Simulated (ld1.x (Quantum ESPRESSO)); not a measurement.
## What one change does to a pseudopotential (Ta, TM)

Ta, norm-conserving Troullier–Martins (Kleinman–Bylander form), made with ld1.x (Quantum ESPRESSO) 7.5 (PBE, scalar-relativistic). Core [Kr] 4d10 4f14 5s2, reference 5p6 5d3 6s2 6p0. Waves: 6s (bound): rc 2.60 bohr; 5p (bound): rc 1.95 bohr; 5d (bound): rc 2.05 bohr. Local part: the d channel. Core correction: none.

All-electron outer shells of the reference configuration (PBE, scalar-relativistic, ld1.x):

```tsv
shell	level (eV)	outermost node (bohr)	outermost maximum (bohr)
5s	-73.00	0.54	0.98
5p	-39.40	0.58	1.13
4f	-24.70	–	0.44
6s	-5.44	1.32	2.78
5d	-3.59	0.65	1.58
6p	-1.39	1.60	3.89
```

Change: wave 5p (bound): rc 1.95 bohr becomes 5p (bound): rc 1.42 bohr.

Cutoffs: the cutoffs (Ry, on a coarse ladder) from which the occupation-weighted sum of valence levels, in a spherical-Bessel basis at the reference potential, stays within 10 and 1 mRy of its value at 400 Ry; they do not see the model core or the augmentation charge, which bear on the density cutoff. Errors are all-electron minus pseudo energies relative to the spin-unpolarised reference configuration.

Q: Predict the effect on cutoff, ghosts and configuration errors.

A: The potential gets harder (35 Ry and 45 Ry → 80 Ry and 110 Ry); both files keep a bound ghost (p, s); the number of tests that count goes from 7 to 6; of the 6 tests that both files solve, the error grows in 1 and shrinks in 0 by more than 15 % and 0.3 meV (median size 19.1 → 21.3 meV). A smaller radius makes the pseudo-wave follow the all-electron one further in, where it bends more sharply, so more plane waves are needed.

```csv
quantity,base,changed
"cutoff, loose",35 Ry,80 Ry
"cutoff, tight",45 Ry,110 Ry
loose cutoff by channel (10 mRy a level),"s 6 Ry, p 18 Ry, d 21 Ry","s 6 Ry, p 45 Ry, d 21 Ry"
bound ghosts,"p, s","p, s"
"tests counted (converged, no solver errors)",7 of 7,6 of 7
"error for 5p6 5d3 6s1 6p0, meV [ΔE 8.47 eV]",-6.0,-6.6
"error for 5p6 5d3 6s0 6p0, meV [ΔE 23.44 eV]",-11,-13
"error for 5p6 5d2 6s0 6p0, meV [ΔE 47.04 eV]",+60,+62
"error for 5p6 5d4 6s1 6p0, meV [ΔE 2.09 eV]",-27,-29
"error for 5p6 5d3 6s1.5 6p0, meV [ΔE 3.46 eV]",-2.1,-2.2
"error for 5p5 5d3 6s2 6p0, meV [ΔE 44.98 eV]",-303,-285
s: phases at 2.87 bohr within 0.05 rad from the reference energy up to (Ry; the scan ends near 5),2.5,2.5
p: phases at 2.87 bohr within 0.05 rad from the reference energy up to (Ry; the scan ends near 5),-0.5,-0.3
d: phases at 2.87 bohr within 0.05 rad from the reference energy up to (Ry; the scan ends near 5),2.4,2.4
```

Base: ld1.x printed “convergence not achieved” for 4 of the counted tests; their residual had stalled under 1e-8, short of the target of 1e-14. Changed file: Tests not counted: 5p6 5d3 6s1 6p1 (an occupied level unbound or not found, printed error -2.2 eV). ld1.x printed “convergence not achieved” for 3 of the counted tests; their residual had stalled under 1e-8, short of the target of 1e-14. A true bound ghost makes a file unfit for plane-wave use even where its test errors are small: the radial tests pick states by their node count and pass the ghost by. Where a test does run into it, the solver fails or the error is huge.
